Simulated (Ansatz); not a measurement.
`CC(=O)[O][GeH2][O]C(C)=O` → 4 C• + Ge• + 8 H• + 4 O•  (atomization)

Computed with Ansatz on PBE0-D4/def2-TZVP structures; ΔE is electronic, products minus reactants. CBS: MP2 limit from def2 TZ/QZ plus the TZ coupled-cluster correction, frozen cores. This one scheme is used for every species, atoms too. For atomizations the MP2-based limit and the directly extrapolated one differ by several kJ/mol either way, and by 10 to 25 for some Ge, Se and Sn compounds, so smaller differences from it don't rank the levels. DFT in def2-TZVPP. B3LYP here is the variant with VWN-RPA as its local correlation; programs differ in this. Open shells (•) are unrestricted, without spin–orbit coupling. Spin–orbit coupling would lower the free atoms: a little for C, O; clearly for Ge. For Ge outer-core shells are correlated without core-valence functions, so the limit isn't a true one: a few kJ/mol of doubt a bond, and 10 to 20 or more in all where bonds break to atoms. Scalar relativity is left out up to krypton. One conformer a species, not always the lowest.

```
           level  ΔE (kJ/mol)  difference from CCSD(T)/CBS
          PBE-D4       7297.7                        221.2
       r2SCAN-D4       7122.4                         45.9
        B3LYP-D4       7054.0                        -22.5
      r2SCANh-D4       7051.0                        -25.5
    CAM-B3LYP-D4       7105.4                         28.9
         ωB97M-V       7089.8                         13.3
          revPBE       6958.8                       -117.7
            BLYP       7008.4                        -68.1
            PBE0       7059.8                        -16.7
       CAM-B3LYP       7070.3                         -6.2
    MP2/def2-SVP       6894.2                       -182.3
CCSD(T)/def2-SVP       6733.1                       -343.4
  MP2/def2-TZVPP       7095.5                         19.0
 CCSD/def2-TZVPP       6763.4                       -313.1
   HF/def2-QZVPP       4964.4                      -2112.1
  CCSD/CBS(def2)       6938.4                       -138.1
     CCSD(T)/CBS       7076.5                            0
```

Largest T1 diagnostic among the species: 0.015.

From PBE to PBE0 (25 % exact exchange), in def2-TZVPP and without D4, ΔE moves by −197.4 kJ/mol: exact exchange takes away binding that semilocal exchange gives to molecules. The D4 term adds +64.4 kJ/mol with B3LYP and +34.6 kJ/mol with PBE0; it sums over pairs of atoms, weighted by their polarisabilities, and B3LYP, whose exchange is more repulsive, gets the larger term.
